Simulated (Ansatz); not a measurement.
Relaxation of CH₅BFNO (10 atoms, charge 0, multiplicity 1), to a largest force component of 0.015 eV/Å in at most 40 steps.

Level of theory: RKS r2SCAN-D4/cc-pVDZ (Ansatz 0.2.0).

```xyz
10
Properties=species:S:1:pos:R:3:forces:R:3
B -0.800 0.609 1.049 -0.73 2.80 -0.57
C -0.121 0.132 -0.279 2.35 -0.60 0.29
N 0.121 -1.297 -0.175 1.92 -0.69 0.02
O 1.153 0.859 -0.449 -2.28 0.08 1.21
F -0.956 0.354 -1.375 0.36 -0.08 0.33
H -1.161 1.805 1.127 0.33 -0.92 -0.14
H -1.059 -0.084 1.932 -0.02 -0.99 0.99
H 0.559 -1.623 -1.086 -0.42 0.32 1.07
H 0.921 -1.427 0.582 -2.06 0.40 -1.91
H 1.427 0.621 -1.324 0.56 -0.33 -1.29
```

Where does it end, and by what steps?

The forces met the threshold. After 23 steps the energy has fallen by 1.106 eV; H6 moved furthest, 1.66 Å. Joined: B1–N3 (2.45 → 1.67 Å).

```tsv
step	energy less start (eV)	largest force component (eV/Å)	accepted
0	0.0000	2.798	yes
1	-0.3847	1.148	yes
2	-0.4487	0.604	yes
3	-0.4834	0.691	yes
4	-0.5156	0.429	yes
5	-0.5020	1.188	no
6	-0.5336	0.222	yes
7	-0.5473	0.124	yes
8	-0.5637	0.149	yes
9	-0.5619	0.849	no
10	-0.5808	0.142	yes
11	-0.5999	0.171	yes
12	-0.6305	0.388	yes
13	-0.6686	0.746	yes
14	-0.7435	0.904	yes
15	-0.8665	1.220	yes
16	-1.0014	1.340	yes
17	-1.0304	1.455	yes
18	-0.9847	0.957	no
19	-1.1007	0.267	yes
20	-1.0879	0.828	no
21	-1.1057	0.035	yes
22	-1.1059	0.020	yes
23	-1.1060	0.011	yes
```

```xyz
10
Properties=species:S:1:pos:R:3
B -0.748 0.324 0.906
C 0.145 0.514 -0.350
N -0.094 -0.948 0.041
O 1.451 0.888 -0.336
F -0.397 0.684 -1.609
H -1.941 0.382 0.760
H -0.232 0.432 1.988
H -0.666 -1.488 -0.606
H 0.724 -1.442 0.392
H 1.841 0.602 -1.183
```

Whether the end is a true minimum wasn't checked by a vibrational analysis.

Run time: 24 s on 2 threads of AMD EPYC 9R45 96-Core Processor (Zen 5), with other jobs on the host, peak memory 0.21 GiB.
